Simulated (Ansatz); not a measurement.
Consider the ligand exchange at the Si–O bond: `[SiH3]O[Si]1(Cl)CO1` + `[OH][Ga]([Br])[Br]` → `[SiH3][O][Ga]([Br])[Br]` + `O[Si]1(Cl)CO1`.

Gas-phase electronic energies from Ansatz, PBE0-D4/def2-TZVP geometries. CCSD(T)/CBS is the MP2 limit (def2-TZVPP, def2-QZVPP) plus CCSD(T) − MP2 in def2-TZVPP, frozen cores. For Br, Ga outer-core shells are correlated without core-valence functions, which leaves a few kJ/mol of doubt a bond. Scalar relativity is left out up to krypton. One conformer a species, not always the lowest.

`[SiH3]O[Si]1(Cl)CO1`:

Z-matrix (Å, degrees):
```
Si
O 1 1.648
H 1 1.482 2 108.3
H 1 1.481 2 108.0 3 -119.3
H 1 1.483 2 109.8 3 120.3
Si 2 1.601 1 150.2 3 -110.7
C 6 1.783 2 124.6 1 161.3
Cl 6 2.028 2 109.3 1 2.4
O 6 1.627 2 119.2 1 -136.0
H 7 1.088 6 122.3 2 5.6
H 7 1.087 6 122.9 2 -160.3
```

`[OH][Ga]([Br])[Br]`:

Z-matrix (Å, degrees):
```
Ga
O 1 1.767
Br 1 2.255 2 118.3
Br 1 2.270 2 120.3 3 -180.0
H 2 0.961 1 112.8 3 -180.0
```

`[SiH3][O][Ga]([Br])[Br]`:

```xyz
8

Si    0.427   -0.979    1.003
O    -0.646    0.012    0.253
Ga   -0.661    1.138   -1.096
Br   -2.588    2.204   -1.576
Br    1.226    1.479   -2.298
H     1.192   -0.221    2.028
H    -0.335   -2.069    1.660
H     1.385   -1.564    0.026
```

`O[Si]1(Cl)CO1`:

Cartesian coordinates in Å:
```
O -1.145 0.358 1.505
Si 0.087 0.437 0.456
Cl 1.495 1.582 1.334
C 0.467 -0.703 -0.869
O -0.214 0.629 -1.135
H -1.969 -0.007 1.174
H -0.172 -1.542 -1.135
H 1.450 -0.754 -1.331
```

```csv
level,ΔE (kJ/mol)
HF/def2-TZVPP,3.5
SCS-MP2/def2-TZVPP,2.4
MP2/def2-QZVPP,3.3
SCS-MP2/def2-QZVPP,3.8
```

Question: What does CCSD(T)/CBS give? (An estimate is asked.)

Answer: Ansatz gave: +4.2 kJ/mol. The listed levels differ from it by -0.7, -1.8, -0.9, -0.4 kJ/mol.

Largest T1 diagnostic among the species: 0.012.
